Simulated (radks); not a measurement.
Isoelectronic series with 20 electrons, each ion in its NIST ground configuration. Calculated with a radial shooting solver on a logarithmic mesh with Libxc functionals: Dirac Kohn-Sham, PBE, spin-unpolarised, spherical densities, point nucleus; open shells fill j = l - 1/2 first. Total energies (hartree) and mean radii <r> (bohr) (* marks an orbital that is empty in some or all of the ions):

ion,configuration,E (hartree),3d5/2*,3d3/2,3p3/2,3p1/2
Mn5+,[Ar] 3d2,-1151.75531,0.9094,0.9072,0.8537,0.8466
Ni8+,[Ar] 3d2,-1498.56606,0.6966,0.6947,0.7035,0.6967
Ga11+,[Ar] 3d2,-1893.58238,0.5711,0.5691,0.5989,0.5921
Se14+,[Ar] 3d2,-2337.29099,0.4862,0.4841,0.5217,0.5147
Rb17+,[Ar] 3d2,-2830.27734,0.4242,0.4221,0.4622,0.4550
Zr20+,[Ar] 3d2,-3373.21735,0.3767,0.3744,0.4149,0.4074
Tc23+,[Ar] 3d2,-3966.87799,0.3390,0.3366,0.3764,0.3686
Pd26+,[Ar] 3d2,-4612.12169,0.3083,0.3058,0.3444,0.3362
In29+,[Ar] 3d2,-5309.91310,0.2828,0.2802,0.3173,0.3088
